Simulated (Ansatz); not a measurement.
## H6OSSi2: structure from calculated spectroscopic constants

These gas-phase data were calculated for one isomer of H6OSSi2 at B3LYP/6-31G* (harmonic, unscaled wavenumbers; equilibrium rotational constants with average atomic masses):

```
rotational constants            : 7.069, 1.625, 1.514 GHz
all wavenumbers above 1500 cm⁻¹ : 3797, 2311, 2281, 2260, 2248, 2232
```

Candidates:

(1) `O[SiH2]S[SiH3]`, a singlet
(2) `[SiH3]O[SiH2]S`, a singlet

Assign the data to one candidate and say why.

Candidate (1). The band at 3797 cm⁻¹ lies where the O–H stretch is expected; (2) has no mode between 3300 and 4000 cm⁻¹.

The same quantities for all candidates:

|  | rotational constants (GHz) | wavenumbers above 1500 cm⁻¹ | E above the lowest, B3LYP/6-31G* (kcal/mol) |
| --- | --- | --- | --- |
| (1) | 7.069, 1.625, 1.514 | 3797, 2311, 2281, 2260, 2248, 2232 | 12.1 |
| (2) | 7.076, 1.54, 1.326 | 2673, 2289, 2276, 2273, 2263, 2252 | 0.0 |

Harmonic stretches to hydrogen usually lie a few per cent above observed fundamentals. Each candidate is one conformer. Programs: Ansatz 0.2.0.
